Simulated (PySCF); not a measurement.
# LiBe⁺: frontier orbitals

LDA at R = 2.627 Å; basis Li def2-SVPD, Be def2-SVPD; no relativity; PySCF 2.14. State: ¹Σ⁺ (singlet), closed shell. Only the outer orbitals are listed, counted within each symmetry.

```
orbital  occ.  ε (eV)  on Li (%)            main shells (%)
     2σ     2  -57.17        100                   100 Li s
     3σ     2  -11.13         16            82 Be s, 9 Li s
     4σ     0   -8.00         22  67 Be p, 17 Li s, 11 Be s
     1π     0   -7.29         10           90 Be p, 10 Li p
     1π     0   -7.29         10           90 Be p, 10 Li p
```

Q: Which are the highest filled and the lowest empty level, where do they sit, and how wide is the gap?

A: Highest filled 3σ at -11.13 eV (in %: 82 Be s, 9 Li s); lowest empty 4σ at -8.00 eV (in %: 67 Be p, 17 Li s, 11 Be s); the gap at LDA is 3.13 eV.

* bond order (Mayer): 0.53
* ⟨S²⟩: 0.000
* charge on Li (Mulliken, basis-dependent): 0.67
* charge on Li (Löwdin, basis-dependent): 0.50
* dipole moment (positive dipole points towards Be; it is taken about the centre of mass and depends on that origin): -3.11 D
* polarisability along the bond: 46.1 bohr³
* polarisability across the bond: 36.3 bohr³

Closed-shell solutions of metal pairs were not tested for spin polarisation, which can lower them a little.
